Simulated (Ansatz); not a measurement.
Steps of a relaxation of `[AlH2][C]1=[N][SnH2]1` with RKS PBE0-D4/def2-TZVP.

```sh
$ ansatz run in.yaml --threads 2 --pin off --events-out ev --progress --plain --max-ram 4352MiB
```

```yaml
crystal:
  periodic: [false, false, false]
  atoms:
    - {symbol: Al, position_ang: [-0.609643, 1.015291, -0.492219]}
    - {symbol: C, position_ang: [0.391802, 0.524274, 1.208408]}
    - {symbol: N, position_ang: [1.148188, -0.156777, 1.818197]}
    - {symbol: Sn, position_ang: [1.291685, -1.675961, -0.107758]}
    - {symbol: H, position_ang: [-2.152558, 0.625814, -0.423224]}
    - {symbol: H, position_ang: [0.009804, 2.310406, -1.186989]}
    - {symbol: H, position_ang: [0.330730, -0.345913, -1.188638]}
    - {symbol: H, position_ang: [-0.317908, -2.354334, 0.316524]}
basis:
  gaussian: {orbitals: def2-TZVP}
hamiltonian: {xc: pbe0, dispersion: d4}
relax: {f_tol: 0.005, max_steps: 150}
```

Positions (Å) and forces (eV/Å) along the path, 7 of 7 steps:

```xyz
8
step=1 energy=-15015.1323 eV
Al   -0.610    1.015   -0.492    0.002   -0.044   -0.056
C     0.392    0.524    1.208    1.413   -1.356    1.002
N     1.148   -0.157    1.818   -1.416    1.221   -1.237
Sn    1.292   -1.676   -0.108   -0.412    0.175    0.136
H    -2.153    0.626   -0.423    0.194    0.059   -0.001
H     0.010    2.310   -1.187   -0.073   -0.149    0.101
H     0.331   -0.346   -1.189    0.013   -0.028    0.133
H    -0.318   -2.354    0.317    0.279    0.123   -0.079
8
step=2 energy=-15015.1549 eV
Al   -0.600    0.981   -0.495   -0.089    0.083    0.014
C     0.397    0.496    1.203   -0.059    0.080   -0.008
N     1.148   -0.159    1.807   -0.008    0.068    0.058
Sn    1.250   -1.615   -0.099    0.486   -0.305   -0.065
H    -2.132    0.606   -0.420    0.024    0.007   -0.003
H     0.015    2.275   -1.167    0.003   -0.030    0.013
H     0.326   -0.365   -1.183   -0.093    0.192   -0.088
H    -0.312   -2.277    0.299   -0.264   -0.096    0.079
8
step=3 energy=-15015.1718 eV
Al   -0.612    0.999   -0.497    0.024   -0.012    0.044
C     0.389    0.500    1.193    0.014    0.032    0.036
N     1.146   -0.155    1.791   -0.033    0.017   -0.014
Sn    1.276   -1.657   -0.101    0.077   -0.017    0.001
H    -2.144    0.625   -0.424    0.010    0.000   -0.010
H     0.012    2.287   -1.169   -0.006   -0.009    0.005
H     0.334   -0.348   -1.160   -0.033    0.020   -0.079
H    -0.309   -2.310    0.311   -0.052   -0.031    0.017
8
step=4 energy=-15015.1731 eV
Al   -0.609    0.998   -0.494    0.018   -0.009    0.007
C     0.392    0.508    1.198    0.032   -0.038    0.020
N     1.142   -0.153    1.798   -0.042    0.035   -0.040
Sn    1.276   -1.655   -0.102   -0.011    0.007    0.006
H    -2.140    0.622   -0.424    0.006    0.002   -0.001
H     0.013    2.287   -1.167   -0.004    0.001    0.002
H     0.329   -0.348   -1.179   -0.009   -0.001    0.009
H    -0.312   -2.316    0.314    0.010    0.005   -0.003
8
step=5 energy=-15015.1732 eV
Al   -0.608    0.998   -0.494    0.009   -0.004    0.003
C     0.392    0.507    1.197   -0.002   -0.001   -0.003
N     1.142   -0.153    1.797   -0.004    0.002   -0.004
Sn    1.276   -1.655   -0.102    0.000    0.000    0.000
H    -2.139    0.623   -0.424    0.000    0.001   -0.001
H     0.013    2.287   -1.166   -0.001    0.001    0.001
H     0.327   -0.349   -1.177   -0.005    0.001    0.002
H    -0.311   -2.315    0.313    0.002   -0.001    0.001
8
step=6 energy=-15015.1732 eV
Al   -0.608    0.999   -0.494    0.002    0.000    0.000
C     0.391    0.507    1.197   -0.006    0.005   -0.003
N     1.141   -0.153    1.796    0.005   -0.005    0.004
Sn    1.277   -1.655   -0.102    0.001    0.002   -0.001
H    -2.139    0.623   -0.424   -0.002    0.001    0.000
H     0.013    2.288   -1.166    0.001    0.000    0.000
H     0.325   -0.350   -1.177   -0.002    0.000    0.000
H    -0.309   -2.317    0.314    0.000   -0.002    0.001
8
step=7 energy=-15015.1732 eV
Al   -0.608    1.001   -0.494   -0.001   -0.005   -0.005
C     0.389    0.507    1.197    0.000    0.000    0.003
N     1.137   -0.155    1.797    0.001    0.002    0.000
Sn    1.280   -1.652   -0.103    0.001   -0.003    0.000
H    -2.141    0.631   -0.424    0.000    0.002    0.000
H     0.017    2.287   -1.169    0.000    0.002    0.002
H     0.319   -0.351   -1.175   -0.002    0.001    0.000
H    -0.302   -2.325    0.315    0.000    0.000    0.000
```

Run time 41 s (2 threads of an Arm Neoverse V1 on a shared host); peak host memory 0.41 GiB.
